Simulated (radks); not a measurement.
All-electron atom: In XXII in [Ar] 3d10 (the NIST ground configuration).

All-electron calculation, Dirac Kohn-Sham, LDA (Slater exchange, Perdew-Wang correlation), spin-unpolarised, spherical densities, finite nucleus; Fermi nuclear charge, rms radius 4.6156 fm. Program: a radial shooting solver on a logarithmic mesh with Libxc functionals.

Energy parts (eV):
| part | energy |
|---|---|
| total | -154752.234 |
| kinetic | 162749.127 |
| electron-nucleus | -357358.088 |
| Hartree | 43512.110 |
| exchange-correlation | -3655.382 |

Orbitals (lengths in bohr, moments of r in powers of bohr; r(90%) holds 90 % of the orbital's charge):
1s1/2: occ. 2; eigenvalue (eV) -28327.68; r(90%) 0.0534
2s1/2: occ. 2; eigenvalue (eV) -4757.049; r(90%) 0.198
2p1/2: occ. 2; eigenvalue (eV) -4482.826; r(90%) 0.177
2p3/2: occ. 4; eigenvalue (eV) -4271.418; r(90%) 0.184
3s1/2: occ. 2; eigenvalue (eV) -1363.460; r(90%) 0.504
3p1/2: occ. 2; eigenvalue (eV) -1252.720; r(90%) 0.500
3p3/2: occ. 4; eigenvalue (eV) -1213.043; r(90%) 0.515
3d3/2: occ. 4; eigenvalue (eV) -1018.142; r(90%) 0.490
3d5/2: occ. 6; eigenvalue (eV) -1009.819; r(90%) 0.494

The highest occupied level is 3d5/2 at -1009.8 eV. The electron density at the nucleus is 1.735e+05 e/bohr^3.
